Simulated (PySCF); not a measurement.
Species: C2H5BF3PSi.
Atom-mapped SMILES: `[BH2:1][PH:2][SiH2:3][C:4]([F:5])=[C:6]([F:7])[F:8]` (hydrogens: H9, H10 on B1; H11 on P2; H12, H13 on Si3)

Structure used (PBE0-D3(BJ)/def2-SVP), in Å, numbered top down from 1:
```
atom  x, y, z in Å
B1     3.0333   -0.2286    0.3443
P2     1.4137    0.5135    0.8564
Si3   -0.0758   -0.1337   -0.6880
C4    -1.7958    0.4023   -0.1644
F5    -2.0743    1.7152   -0.2716
C6    -2.7545   -0.3905    0.3265
F7    -2.6017   -1.6804    0.4891
F8    -3.9387    0.0069    0.6977
H9     3.0495   -1.3864    0.0027
H10    4.0568    0.3923    0.4854
H11    1.5254    1.9169    0.6774
H12   -0.0133   -1.6190   -0.7427
H13    0.1821    0.4736   -2.0250
```

Computed with PySCF at PBE0/pcSseg-1 and CAM-B3LYP/def2-SVPD, non-relativistic, on one gas-phase PBE0-D3(BJ)/def2-SVP geometry that isn't relaxed in the solvent. The solvent is an IEF-PCM continuum (Bondi radii, 1.10 Å for H, scaled by 1.2). Only the electrostatic response of the medium enters.

Gas phase at PBE0/pcSseg-1: HOMO -7.57 eV, LUMO -1.98 eV, dipole 1.03 D.

Task: What does the continuum do to the energy, the frontier levels and the dipole at PBE0/pcSseg-1 in chloroform and acetone?

Result: 
```csv
solvent,ε,E(solvent) − E(gas) (kJ/mol),polarisation term (kJ/mol),distortion of the solute (kJ/mol),HOMO (eV),LUMO (eV),dipole (D)
chloroform,4.711,-6.34,-6.86,0.52,-7.46,-1.83,1.23
acetone,20.49,-8.48,-9.46,0.98,-7.43,-1.80,1.31
```

The polarisation term is half the interaction of the solute with the surface charges that it induces; the rest is the cost of distorting the solute's density. The sum is the electrostatic part of solvation alone. From chloroform to acetone the lowering changes by a factor 1.34, Onsager's factor (ε − 1)/(2ε + 1) by 1.30 and ε itself by 4.3.

Task: Which radius a makes the point-dipole formula ΔE = −[(ε − 1)/(2ε + 1)]·μ²/a³ give the value in acetone, with the gas-phase dipole?

Result: μ = 0.405 au and |ΔE| = 0.00323 Eh give a = 1.52 Å; the farthest nucleus lies 4.10 Å from the centroid of the nuclei, so such a sphere wouldn't even hold the nuclei. The formula assumes a rigid point dipole at the centre of a sphere.

Task: Give the dipole vector in the frame of the coordinates (D, pointing from negative to positive charge), gas and acetone.

Result: Gas (0.48, -0.25, -0.88), solvent (0.54, -0.22, -1.17). Its length changes by +27 % and its direction by 6°.

Task: Which Mulliken charges (PBE0/pcSseg-1) respond most in acetone (means over atoms taken as equivalent)?

Result: 
```
 atoms                  environment  gas (e)  solvent (e)  change
    P2  three-coordinate phosphorus   -0.278       -0.316  -0.038
   H11                 P–H hydrogen   +0.093       +0.117  +0.024
   Si3                 SiH2 silicon   +0.516       +0.536  +0.020
    F5               vinyl fluorine   -0.273       -0.284  -0.011
    C6                  =CF2 carbon   +0.568       +0.579  +0.011
    B1       three-coordinate boron   -0.077       -0.067  +0.010
    F8               vinyl fluorine   -0.214       -0.222  -0.008
H9/H10                 B–H hydrogen   +0.050       +0.045  -0.005
```

Task: Which Mayer bond orders change most in acetone?

Result: 
```json
{"bond": "P2–Si3", "length (Å)": "2.241", "gas": "0.941", "solvent": "0.928", "change": "-0.013"}
{"bond": "C4–F5", "length (Å)": "1.346", "gas": "0.904", "solvent": "0.892", "change": "-0.012"}
{"bond": "C4–C6", "length (Å)": "1.337", "gas": "1.700", "solvent": "1.707", "change": "+0.007"}
{"bond": "C6–F8", "length (Å)": "1.303", "gas": "1.052", "solvent": "1.045", "change": "-0.007"}
{"bond": "Si3–C4", "length (Å)": "1.876", "gas": "0.851", "solvent": "0.845", "change": "-0.006"}
{"bond": "Si3–H13", "length (Å)": "1.491", "gas": "0.924", "solvent": "0.929", "change": "+0.005"}
{"bond": "C6–F7", "length (Å)": "1.309", "gas": "1.022", "solvent": "1.020", "change": "-0.002"}
{"bond": "P2–H11", "length (Å)": "1.419", "gas": "0.914", "solvent": "0.912", "change": "-0.002"}
```

Task: How do the nuclear quadrupole coupling constants eQVzz/h respond in acetone?

Result: 
| nucleus | Q (barn) | gas (MHz) | solvent (MHz) | η gas | η solvent |
| --- | --- | --- | --- | --- | --- |
| 11B at B1 | 0.04059 | 5.05 | 5.06 | 0.20 | 0.19 |

Gas phase at CAM-B3LYP/def2-SVPD: HOMO -8.84 eV, LUMO -0.92 eV, dipole 1.03 D.

Task: What does the continuum do to the energy, the frontier levels and the dipole at CAM-B3LYP/def2-SVPD in acetone?

Result: 
| solvent | ε | E(solvent) − E(gas) (kJ/mol) | polarisation term (kJ/mol) | distortion of the solute (kJ/mol) | HOMO (eV) | LUMO (eV) | dipole (D) |
| --- | --- | --- | --- | --- | --- | --- | --- |
| acetone | 20.49 | -8.24 | -9.32 | 1.08 | -8.63 | -0.71 | 1.31 |

Task: How does the static polarisability (CAM-B3LYP/def2-SVPD, frozen core, with the continuum's full static response) change?

Result: 
```csv
medium,isotropic (au),principal values (au),⟨r²⟩ of the electrons (bohr²)
gas,98.7,"79.5, 87.0, 129.7",1774.9
acetone,132.9,"111.3, 121.9, 165.5",1775.9
```

The isotropic value in acetone is 1.35 times the gas-phase one; no cavity-field correction is applied. ⟨r²⟩ is taken about the centre of nuclear charge.
